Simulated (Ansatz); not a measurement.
Isolated molecules relaxed with PBE0-D4/def2-TZVP in Ansatz; ΔE leaves out vibrations. CBS: MP2 limit from def2 TZ/QZ plus the TZ coupled-cluster correction, frozen cores. This one scheme is used for every species. DFT in def2-TZVPP. One conformer a species, not always the lowest.

`N[Si@H](F)[Si@@H](N)F` + HCl → `N[Si@H](Cl)[Si@@H](N)F` + H–F  (ligand exchange at the Si–F bond)

```tsv
level	ΔE (kJ/mol)
ωB97M-V	36.4
HF/def2-TZVPP	49.9
CCSD/def2-TZVPP	40.5
CCSD(T)/def2-TZVPP	37.6
```

Question: What does CCSD(T)/CBS give? (Best estimate.)

Answer: The calculation gave: +33.1 kJ/mol. The listed levels differ from it by 3.3, 16.8, 7.4, 4.5 kJ/mol.

Largest T1 diagnostic among the species: 0.012.

The D4 term adds −8.3 kJ/mol with B3LYP and −4.5 kJ/mol with PBE0; it sums over pairs of atoms, weighted by their polarisabilities, and B3LYP, whose exchange is more repulsive, gets the larger term. In def2-TZVPP, CCSD(T) changes the Hartree–Fock value by −12.3 kJ/mol (the triples alone add −2.9 kJ/mol) and MP2 by −18.6 kJ/mol.

B3LYP here is the variant with VWN-RPA as its local correlation; programs differ in this.
